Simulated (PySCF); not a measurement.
## Exercise with solution: chemical shift, span and skew from a shielding tensor

Si(OMe)(SH) (CH4OSSi), SMILES CO[Si]S (connectivity only; charge and spin as stated), neutral, multiplicity 1. Atoms are numbered in the order given.

```xyz
8

Si     0.8220     0.0353     0.0000
O     -0.4337    -1.0602     0.0000
C     -0.2572    -2.4615     0.0000
H     -0.7355    -2.8936     0.8936
H     -0.7355    -2.8936    -0.8936
H      0.8112    -2.7485     0.0000
S     -0.4057     1.7918     0.0000
H      0.6562     2.6226     0.0000
```

The structure is a stationary point at ωB97X-D3(BJ)/def2-SVP. Other conformers were not sampled.

GIAO shieldings from PBE0/pcSseg-1 (PySCF), non-relativistic, no solvent. The symmetric part of the tensor of C3 has the principal values 97.0, 104.0, 178.5 ppm. The same nucleus in TMS has σ = 186.3 ppm at this level (PySCF, at its B3LYP-D3(BJ)/def2-TZVP geometry).

Q: Work out the isotropic shielding, the ¹³C shift against TMS, the span and the skew.

A: 
σ(iso) = (σ11 + σ22 + σ33)/3 = 126.5 ppm. δ = σ(ref) − σ(iso) = 186.3 − (126.5) = 59.8 ppm.
Span Ω = σ33 − σ11 = 81.5 ppm. Skew κ = 3(σ(iso) − σ22)/Ω = 0.83. Tumbling in solution averages the tensor to δ; in a static solid the shielding alone would spread this spin-1/2 line over Ω.
